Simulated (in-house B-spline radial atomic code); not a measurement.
How numerical settings move a run on neutral neodymium, [Xe] 4f4 6s2. Computed with an all-electron radial atomic-structure program (B-spline basis): Dirac-Kohn-Sham PBE, spherical fractional occupations, Fermi nucleus of rms radius 4.9123 fm.

Command:
```bash
python run_scf.py task.json out
```
Settings of the sound reference run:
```
Z                60
electrons        60
configuration    [Xe] 4f4 6s2
hamiltonian      dirac
method           pbe,pbe
spin_polarised   False
nucleus          fermi
rms_radius       4.9123
mass_number      142
atomic_mass      141.9077
speed_of_light   137.036
knot_spacing     0.22
spline_order     8
gauss_points     12
box_radius       50
max_iterations   70
damping          0.5
damped_steps     3
diis_vectors     10
tolerance        1e-08
start            Thomas-Fermi
```

Run time, properties included: 1.2 s on 1 thread of Intel(R) Xeon(R) 6975P-C, on a shared host.

It converges in 11 iterations to -9629.349420 hartree, with 4f7/2 at -1.578 eV. The other runs change the listed settings, some to values that make no sense; their results aren't properties of the atom or ion. Radii are in bohr (the nuclear one in fm), a minus after a letter asks for a j subshell, and «unchanged» means within 1e-8 hartree. The run stops when the residual is below 10 × tolerance × max(1, Z/10), or a noise floor if that is larger, and the energy moves by less than 1e-8 × √|E| hartree; so very loose and very tight tolerances often act alike.

```tsv
changed settings	outcome
damping = 0	converged in 14 iterations, energy unchanged, 4f7/2 level -2.2e-05 eV
box_radius = 3, max_iterations = 75, damping = 0.8, diis_vectors = 20, tolerance = 1e-05	converged in 9 iterations, energy +4.45e+00 hartree from the reference, 4f7/2 level +2.3e+01 eV (the program warns: 4f7/2 has a positive eigenvalue: unbound, held by the box; 4f5/2 has a positive eigenvalue: unbound, held by the box)
max_iterations = 12, start = bare nucleus	not converged after 12 iterations, last residual 3.4e-04, last energy +3.54e-06 hartree from the reference
spline_order = 4	converged in 11 iterations, energy +6.34e-03 hartree from the reference, 4f7/2 level -1.5e-03 eV
damping = 0.8	converged in 14 iterations, energy unchanged, 4f7/2 level -7.6e-05 eV
knot_spacing = 0.3, box_radius = 100, max_iterations = 50, damping = 0.2, diis_vectors = 1	not converged after 50 iterations, last residual 3.0e+00, last energy +9.19e+01 hartree from the reference
knot_spacing = 0.4, spline_order = 4, box_radius = 25, max_iterations = 60	converged in 11 iterations, energy +3.96e-01 hartree from the reference, 4f7/2 level -1.0e-01 eV
gauss_points = 5	converged in 11 iterations, energy -2.83e-07 hartree from the reference, 4f7/2 level +2.9e-07 eV
gauss_points = 6	converged in 11 iterations, energy +1.32e-08 hartree from the reference
spline_order = 3	converged in 11 iterations, energy +3.29e-01 hartree from the reference, 4f7/2 level -5.4e-02 eV
gauss_points = 4	converged in 11 iterations, energy +8.50e-06 hartree from the reference, 4f7/2 level -5.1e-06 eV
damping = 0.2	converged in 14 iterations, energy unchanged, 4f7/2 level +8.1e-06 eV
electrons = 61, configuration = [Xe] 4f4 6s3, max_iterations = 75	stopped with error: shell 6s holds at most 2 electrons
spline_order = 6	converged in 11 iterations, energy +7.69e-06 hartree from the reference, 4f7/2 level -9.8e-06 eV
gauss_points = 3	converged in 11 iterations, energy +7.32e-04 hartree from the reference, 4f7/2 level +1.9e-05 eV
```

(1) What happens with spline_order = 5?

(2) What happens with gauss_points = 16?

(3) What happens with gauss_points = 5, first_knot = 0.005, max_iterations = 50?

(4) What happens with spline_order = 10?

Answers

(1) Converged in 11 iterations, energy +2.35e-04 hartree from the reference, 4f7/2 level -5.9e-05 eV.

(2) Converged in 11 iterations, energy unchanged.

(3) Converged in 11 iterations, energy +5.47e+00 hartree from the reference, 4f7/2 level -1.3e-02 eV.

(4) Converged in 11 iterations, energy +1.55e-06 hartree from the reference, 4f7/2 level -2.2e-06 eV.
